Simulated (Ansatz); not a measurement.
`[SiH3][SiH2]I` + arsine → `[SiH3][AsH2]` + `[SiH3]I` at 500 K and 1 bar (cleavage of the Si–Si bond).

Computed with Ansatz on PBE0-D4/def2-TZVP structures; ΔE is electronic, products minus reactants. CCSD(T)/CBS is the MP2 limit (def2-TZVPP, def2-QZVPP) plus CCSD(T) − MP2 in def2-TZVPP, frozen cores. def2 core potentials past Kr. For As, I outer-core shells are correlated without core-valence functions, which leaves a few kJ/mol of doubt a bond. Scalar relativity is left out up to krypton.

| species | CCSD(T)/CBS energy (Eh) | H − E (kJ/mol) | S (J/(mol·K)) |
| --- | --- | --- | --- |
| `[SiH3][SiH2]I` | -878.63094 | 151.8 | 398.3 |
| `[AsH3]` | -2236.79077 | 76.6 | 245.1 |
| `[SiH3][AsH2]` | -2527.08228 | 138.1 | 337.6 |
| `[SiH3]I` | -588.34840 | 91.1 | 303.2 |

H − E and S are ideal-gas, rigid-rotor, harmonic terms from PBE0-D4/def2-TZVP. 1 Eh = 2625.50 kJ/mol, R = 8.31446 J/(mol·K).

Problem. By hand: ΔE, ΔH, ΔS and ΔG.

Solution. ΔE = (-2527.08228) + (-588.34840) − (-878.63094) − (-2236.79077) = -0.00897 Eh = -23.6 kJ/mol. Δ(H − E) = 138.1 + 91.1 − 151.8 − 76.6 = 0.8, so ΔH = -22.8 kJ/mol. ΔS = 337.6 + 303.2 − 398.3 − 245.1 = -2.6 J/(mol·K). ΔG = -22.8 − 500 × (-2.6)/1000 = -21.5 kJ/mol.

Problem. By hand: the equilibrium constant, and the temperature at which ΔG would vanish if ΔH and ΔS stayed fixed.

Solution. log₁₀ K = −ΔG/(RT ln 10) = 2.2. ΔG = 0 at ΔH/ΔS = 8769 K, far beyond where these terms or the molecules hold.

The number of gas molecules stays the same, so ΔS is small and ΔH decides. A doubt of 5 kJ/mol in ΔE shifts log₁₀ K by 0.5 here. These are equilibria of isolated gas molecules and say nothing of rates. Largest T1 diagnostic: 0.011 (customary marks: 0.02 for closed shells, 0.045 for open ones).
